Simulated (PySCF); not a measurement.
## `C1CCN(C=C)N1[SiH3]`, C₅H₁₂N₂Si

Geometry:
```json
{"atom": "C1", "x (Å)": "2.819", "y (Å)": "0.794", "z (Å)": "-0.004"}
{"atom": "C2", "x (Å)": "1.517", "y (Å)": "1.057", "z (Å)": "0.055"}
{"atom": "N3", "x (Å)": "0.504", "y (Å)": "0.135", "z (Å)": "0.166"}
{"atom": "C4", "x (Å)": "0.641", "y (Å)": "-1.209", "z (Å)": "-0.379"}
{"atom": "C5", "x (Å)": "-0.674", "y (Å)": "-1.468", "z (Å)": "-1.133"}
{"atom": "C6", "x (Å)": "-1.236", "y (Å)": "-0.050", "z (Å)": "-1.287"}
{"atom": "N7", "x (Å)": "-0.812", "y (Å)": "0.607", "z (Å)": "-0.073"}
{"atom": "Si8", "x (Å)": "-1.808", "y (Å)": "0.800", "z (Å)": "1.330"}
{"atom": "H9", "x (Å)": "3.534", "y (Å)": "1.595", "z (Å)": "-0.019"}
{"atom": "H10", "x (Å)": "3.213", "y (Å)": "-0.207", "z (Å)": "-0.021"}
{"atom": "H11", "x (Å)": "1.156", "y (Å)": "2.075", "z (Å)": "0.106"}
{"atom": "H12", "x (Å)": "1.501", "y (Å)": "-1.245", "z (Å)": "-1.055"}
{"atom": "H13", "x (Å)": "0.798", "y (Å)": "-1.930", "z (Å)": "0.428"}
{"atom": "H14", "x (Å)": "-1.353", "y (Å)": "-2.068", "z (Å)": "-0.527"}
{"atom": "H15", "x (Å)": "-0.514", "y (Å)": "-1.967", "z (Å)": "-2.086"}
{"atom": "H16", "x (Å)": "-0.771", "y (Å)": "0.451", "z (Å)": "-2.148"}
{"atom": "H17", "x (Å)": "-2.317", "y (Å)": "-0.018", "z (Å)": "-1.394"}
{"atom": "H18", "x (Å)": "-2.205", "y (Å)": "-0.435", "z (Å)": "2.023"}
{"atom": "H19", "x (Å)": "-2.999", "y (Å)": "1.473", "z (Å)": "0.816"}
{"atom": "H20", "x (Å)": "-0.998", "y (Å)": "1.623", "z (Å)": "2.221"}
```

Computed with GIAO CAM-B3LYP/pcSseg-1 magnetisability, rotational g tensor and spin-rotation constants, non-relativistic, gas phase in PySCF. Geometry: GFN2-xTB.

Task: What are the magnetisability and the molar susceptibility?

Result: Isotropic -1382 × 10⁻³⁰ J/T², or -83.2 × 10⁻⁶ cm³/mol; principal values -1517, -1343, -1287 × 10⁻³⁰ J/T², anisotropy 208 × 10⁻³⁰ J/T² (root of half the summed squared differences of the principal values). The susceptibility is in cgs units.

Task: Split it along the inertial axes a, b, c into diamagnetic and paramagnetic parts about the centre of mass, with the quadrupole moment.

Result: 
```
axis  χ (10⁻⁶ cm³/mol)  diamagnetic (10⁻⁶ cm³/mol)  paramagnetic (10⁻⁶ cm³/mol)  summed x² of all electrons (Å²)  quadrupole Θ (D Å)
   a             -83.7                      -650.2                        566.5                            193.7               -1.91
   b             -81.7                      -989.8                        908.1                            113.7               +3.27
   c             -84.3                     -1304.2                       1219.9                             39.6               -1.35
```
Anisotropies 2χaa − χbb − χcc = -1.5 and 2χbb − χaa − χcc = +4.6 × 10⁻⁶ cm³/mol. Θ is traceless in Buckingham's convention.

Task: And the rotational g tensor?

Result: 
```tsv
axis	rotational constant (GHz)	g	nuclear part	electronic part
a	2.4052	-0.0223	0.6178	-0.6401
b	1.4352	-0.0167	0.5955	-0.6122
c	1.0474	-0.0096	0.5907	-0.6003
```
Asymmetric top; isotopes 12C, 1H, 14N, 28Si; no vibrational averaging.
